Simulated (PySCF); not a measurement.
H₅GaO₂, singlet at its PBE0/def2-SVP optimised geometry (Å):

```
8

Ga    -0.2999    -0.6399     0.0000
H      1.2671    -0.6399     0.0000
H     -1.2671    -1.7744     0.4857
O     -1.1037     1.0310     0.0000
H     -0.5382     1.7744     0.2291
O     -0.9145    -0.4258    -2.0426
H     -1.2440     0.4438    -1.6950
H     -1.6970    -0.9419    -2.2735
```

Method: PBE0/def2-TZVP (PySCF).

Map of the electron localisation function on the plane z = 0.6 Å:

```
|                           |
|                           |
|                           |
|           ..              |
|          :=+=.            |
|         :=*#*=            |
|      ..:-#%%#+.           |
|     :-==+#@@#=.           |
|    .-+*###%%*:            |
|    :=*%%%##+-.            |
|    .=*%%%%#+:    .:.      |
|    .:+#%%%#=:..:=##+:     |
|     .:=+**=:..-*@@@@*.    |
|        .::....+@@@@@@-    |
|         ...:..+@@@@@@*    |
|      .:-:.:=:.+@@@@@@#    |
|    .=#%%*..::.+@@@@@@*    |
|   .*@@@@@#:..:+@@@@@@=    |
|   :%@@@@@@%=::=#@@@@#.    |
|   :%@@@@@@@#=::=#%%#-     |
|   .%@@@@@@@%=...:==:      |
|    *@@@@@@@%=.            |
|    :%@@@@@@%:             |
|     -#@@@@%+.             |
|      .=##*=.              |
|         .                 |
|                           |
```
Scale: ten equal steps from 0.000 (start of ' ') to 1.000 (end of '@'), in the order ' .:-=+*#%@'; x runs from -4.00 to 4.00, y from -4.00 (bottom) to 4.00 (top).
